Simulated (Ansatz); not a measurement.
C2H7BFNO, SMILES OB(NCC)F.

Coordinates come from a PBE-D3(BJ)/def2-SVP optimisation. The structure was generated by enumeration, and PubChem lists no compound with its InChIKey, so it may never have been made. The values are those of a single conformer.

Two levels are set side by side: PBE/def2-SVPD (Ansatz, a quantum-chemistry and plane-wave program) and CAM-B3LYP/def2-SVPD (Ansatz). Energy differences of separate SCF runs at the same geometry; the states with an electron removed or added have multiplicity 2 and 2. Differences are taken from unrounded values.

```tsv
quantity	CAM-B3LYP
vertical ionisation energy (eV)	9.62
vertical singlet–triplet gap (eV)	6.46
```

Task: What does PBE give, and how far is it from CAM-B3LYP? (An estimate is asked for; the answer gives what the named calculation found.)

Result: 
```
quantity                            PBE  PBE minus CAM-B3LYP
---------------------------------  ----  -------------------
vertical ionisation energy (eV)    9.24                -0.38
vertical singlet–triplet gap (eV)  5.90                -0.56
```
